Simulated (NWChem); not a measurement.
Species: SbH, triplet; SMILES [SbH]

Results from NWChem. Spin-unrestricted. No stability test was run on the SCF state. The level has its own optimisation; frequencies are unscaled.

**Question.** Estimate the computed values for UHF/STO-3G (all-electron, non-relativistic). Quantities: r H–Sb (Å); highest harmonic frequency (cm⁻¹); zero-point energy (kcal/mol).

**Answer.** 
| Quantity | Result |
|---|---|
| r H–Sb (Å) | 1.646 |
| highest harmonic frequency (cm⁻¹) | 2346 |
| zero-point energy (kcal/mol) | 3.4 |
